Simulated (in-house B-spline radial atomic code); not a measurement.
The numbers below are computed, except where a source is named.
# Correlation energy from the adiabatic connection: −Z exp(−kr)/r, Z = 1.8, k = 0.463

Two electrons in a singlet, external potential −Z exp(−kr)/r, Z = 1.8, k = 0.463 (atomic units). Full CI in B-splines (partial waves to l = 8, correlation up to 0.6 % small) with the density held fixed gives W(λ) = <V_ee>_λ − U, and E_c is the integral of W(λ) − W(0) from 0 to 1.

```json
{"λ": "0", "W(λ) − W(0) (hartree)": "0.00000"}
{"λ": "0.02", "W(λ) − W(0) (hartree)": "-0.00208"}
{"λ": "0.05", "W(λ) − W(0) (hartree)": "-0.00516"}
{"λ": "0.12", "W(λ) − W(0) (hartree)": "-0.01211"}
{"λ": "0.25", "W(λ) − W(0) (hartree)": "-0.02429"}
{"λ": "0.4", "W(λ) − W(0) (hartree)": "-0.03724"}
{"λ": "0.6", "W(λ) − W(0) (hartree)": "-0.05291"}
{"λ": "0.8", "W(λ) − W(0) (hartree)": "-0.06698"}
{"λ": "1", "W(λ) − W(0) (hartree)": "-0.07967"}
```

Task: Integrate the table by the trapezoid rule.

Result: The strips give -0.00002, -0.00011, -0.00060, -0.00237, -0.00461, -0.00901, -0.01199, -0.01466, which sum to -0.04338 hartree. The direct value, W(1) − W(0) + T_c with T_c = 0.03619, is -0.04348; the curve is convex, so chords lie above it and the trapezoids fall short in size by 0.23 %.

Task: Now use only three numbers: W(0) = -0.80371, the initial slope W'(0) = -0.1047 (extrapolated from the first points) and the strong-coupling limit of the point-charge-plus-continuum model, W∞ = -1.1588. What do second-order theory and the interpolation W(λ) = W∞ + (W(0) − W∞)/√(1 + 2χλ) of Seidl, Perdew and Levy give?

Result: Second order keeps the slope alone: E_c = W'(0)/2 = -0.05235, +20 % in size against -0.04348. Matching the slope fixes χ = W'(0)/(W∞ − W(0)) = -0.1047/(-0.35509) = 0.29485. Integrating, with s = √(1 + 2χ) = 1.260837, E_c = −(W(0) − W∞)(s − 1)/(s + 1) = −0.35509 × 0.260837/2.260837 = -0.04097 hartree, -5.8 % in size against the full result. At λ = 1 the formula gives W − W(0) = -0.07346 against -0.07967. Part of the miss can come from the model's W∞.
